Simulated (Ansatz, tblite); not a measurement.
Removing an electron: CdCl₂. Charge 0, multiplicity 1. Geometry: PBE0-D4/def2-TZVP. Ansatz, gas phase; energy differences of separate SCF runs; the oxidised species was run as a doublet alone.

Cartesian coordinates in Å:
```
Cd -0.0003 -0.0007 0.0004
Cl -0.8841 -0.6353 -1.9852
Cl 0.8845 0.6360 1.9848
```

In the def2 sets Cd takes a core potential; there is no spin–orbit coupling. The xTB rows come from tblite. Correlated methods freeze 10 core orbitals; core or outer-core shells of Cd are correlated, in sets that lack core-valence functions. In CCSD on the charge 1 doublet the largest single amplitude is 0.18, so its Hartree–Fock determinant may place the open shell otherwise than the density functionals do. HOMO above LUMO, or a gap near zero within one spin, warns that the state may not be the lowest or that an electron is smeared out.

```tsv
level	−HOMO (eV)	vertical IE (eV)	−LUMO (eV)	HOMO–LUMO gap (eV)	remarks
GFN1-xTB	12.45	14.80	7.68	4.77	–
GFN2-xTB	11.83	14.85	7.75	4.08	–
HF/def2-TZVPP	–	10.43	–	–	–
PBE-D4/def2-TZVP	7.53	10.59	3.08	4.45	gap within one spin near zero (+1 doublet)
r2SCAN-D4/def2-TZVP	7.86	10.80	2.86	5.01	–
PBE0-D4/def2-TZVP	8.90	11.03	2.19	6.71	–
MP2/def2-TZVPP	–	11.62	–	–	–
CCSD/def2-TZVPP	–	11.37	–	–	–
CCSD(T)/def2-TZVPP	–	11.40	–	–	–
```

Relaxing the oxidised species (PBE0-D4/def2-TZVP) changes its energy by -0.01 eV at PBE0-D4/def2-TZVP, so the adiabatic ionisation energy to this nearest minimum is 11.02 eV. At PBE-D4/def2-TZVP it is 10.57 eV.    Raw xTB energy differences between charge states are shifted by several eV; the methods need an empirical correction for them.
